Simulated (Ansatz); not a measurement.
OV (SMILES [O]=[V]), quartet (typed; the unrestricted solution is spin-contaminated), geometry from GFN2-xTB (such geometries of metal compounds can be far from the true shape). Base run: HF/def2-SV(P) run with Ansatz (a program for electronic structure).

Ansatz was given this input:
Ansatz 0.2 input:
```yaml
crystal:
  periodic: [false, false, false]
  atoms:
    - {symbol: V, position_ang: [-0.00000000, -0.00000000, -0.39310740]}
    - {symbol: O, position_ang: [0.00000000, 0.00000000, 1.13018377]}
basis:
  gaussian:
    orbitals: def2-SV_P_.json
hamiltonian:
  xc: hf
magnetization: {spin_polarized: true, initial_magnetization: 3}
```
The basis file holds def2-SV(P) in the JSON format of the Basis Set Exchange.

The bond that is stretched is that between atoms 2 and 1. A test that says stable can miss a lower solution.

The base run was repeated with changes; each row names its change, and settings that it needs were set with it.

```json
[
 {"change": "base", "ΔE vs base (mEh)": "0.000", "<S^2>": "4.016", "stability test says": "minimum"},
 {"change": "spin_polarized = on; lower_state_search = off", "ΔE vs base (mEh)": "0.000", "<S^2>": "4.016", "stability test says": "undecided (no full test)"},
 {"change": "spin_polarized = on; lower_state_search = standard", "ΔE vs base (mEh)": "0.000", "<S^2>": "4.016", "stability test says": "minimum"},
 {"change": "bond × 1.25", "ΔE vs base (mEh)": "-30.837", "<S^2>": "4.719", "stability test says": "minimum"},
 {"change": "spin_polarized = on; lower_state_search = off; bond × 1.25", "ΔE vs base (mEh)": "-12.825", "<S^2>": "4.635", "stability test says": "undecided (no full test)"},
 {"change": "spin_polarized = on; lower_state_search = standard; bond × 1.25", "ΔE vs base (mEh)": "-30.837", "<S^2>": "4.719", "stability test says": "minimum"},
 {"change": "bond × 1.5", "ΔE vs base (mEh)": "-5.501", "<S^2>": "4.757", "stability test says": "minimum"},
 {"change": "spin_polarized = on; lower_state_search = off; bond × 1.5", "ΔE vs base (mEh)": "30.706", "<S^2>": "4.701", "stability test says": "undecided (no full test)"},
 {"change": "spin_polarized = on; lower_state_search = standard; bond × 1.5", "ΔE vs base (mEh)": "-5.501", "<S^2>": "4.757", "stability test says": "minimum"},
 {"change": "bond × 1.8", "ΔE vs base (mEh)": "45.858", "<S^2>": "4.801", "stability test says": "minimum"},
 {"change": "spin_polarized = on; lower_state_search = off; bond × 1.8", "ΔE vs base (mEh)": "120.4", "<S^2>": "4.695", "stability test says": "undecided (no full test)"},
 {"change": "spin_polarized = on; lower_state_search = standard; bond × 1.8", "ΔE vs base (mEh)": "45.858", "<S^2>": "4.801", "stability test says": "minimum"},
 {"change": "bond × 2.2", "ΔE vs base (mEh)": "60.383", "<S^2>": "5.718", "stability test says": "minimum"},
 {"change": "spin_polarized = on; lower_state_search = off; bond × 2.2", "ΔE vs base (mEh)": "80.867", "<S^2>": "4.822", "stability test says": "undecided (no full test)"},
 {"change": "spin_polarized = on; lower_state_search = standard; bond × 2.2", "ΔE vs base (mEh)": "60.383", "<S^2>": "5.718", "stability test says": "minimum"},
 {"change": "bond × 3.0", "ΔE vs base (mEh)": "61.343", "<S^2>": "5.753", "stability test says": "minimum"},
 {"change": "spin_polarized = on; lower_state_search = off; bond × 3.0", "ΔE vs base (mEh)": "80.185", "<S^2>": "4.767", "stability test says": "undecided (no full test)"},
 {"change": "spin_polarized = on; lower_state_search = standard; bond × 3.0", "ΔE vs base (mEh)": "61.343", "<S^2>": "5.753", "stability test says": "minimum"}
]
```

On stretching, the SCF can end on different states; <S^2> shows the spin contamination of each.
